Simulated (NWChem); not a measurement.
Molecule: CaHOF; SMILES [OH][Ca][F]

```xyz
4

Ca     0.2908     0.0281     0.0000
F     -0.3056     1.9219     0.0000
O     -0.2936    -1.8874     0.0000
H     -0.7162    -2.7586     0.0000
```
Atoms are numbered in this order, from 1.

Coordinates come from a PBE-D3(BJ)/def2-SVP optimisation.

Symmetry labels are those of Cs in the frame above (b1 and b2, or b-type labels, depend on it).

Q: List the 4 lowest vertical singlet excitations and the 4 lowest triplet ones from PBE0/def2-SVPD, full TDDFT (NWChem).

A: 
```
state  energy (eV)  oscillator strength  symmetry  leading excitation (squared amplitude)
-----  -----------  -------------------  --------  --------------------------------------
S1            4.87                0.023        a'                      HOMO → LUMO (0.99)
S2            4.89                0.027        a"                    HOMO−1 → LUMO (0.99)
S3            6.37                0.013        a'                    HOMO−2 → LUMO (0.98)
S4            6.42                0.011        a"                    HOMO−3 → LUMO (0.98)
T1            4.77       spin-forbidden        a'                      HOMO → LUMO (0.97)
T2            4.78       spin-forbidden        a"                    HOMO−1 → LUMO (0.97)
T3            6.30       spin-forbidden        a'                    HOMO−2 → LUMO (0.96)
T4            6.34       spin-forbidden        a"                    HOMO−3 → LUMO (0.96)
```
